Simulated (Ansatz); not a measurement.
The cluster ZnTe2⁻ (the lowest doublet isomer of a short search) was relaxed with r2SCAN-D4 (def2-TZVPD) in Ansatz in these states: charge -1 doublet, charge -1 quartet. The geometries follow in no particular order.

In the def2 sets Te takes a core potential; there is no spin–orbit coupling.

A:

Cartesian coordinates in Å:
```
Zn -0.003 0.001 -0.002
Te 0.874 2.024 -1.033
Te -0.871 -2.024 1.035
```

B:

Cartesian coordinates in Å:
```
Zn -1.0069 -0.4224 -0.8044
Te 1.6160 -0.3012 -0.7214
Te -0.6090 0.7236 1.5258
```

**Question.** Judge from the bond lengths which geometry belongs to which state (an estimate).

**Answer.** A is the charge -1 doublet (Zn1–Te2 2.435 Å, Zn1–Te3 2.435 Å); B is the charge -1 quartet (Zn1–Te2 2.627 Å, Zn1–Te3 2.627 Å).

At PBE0-D4/def2-TZVPD a doublet lies 1.73 eV below the charge -1 quartet. These are the stationary points nearest to one start from a short search; other shapes may lie lower in each state.
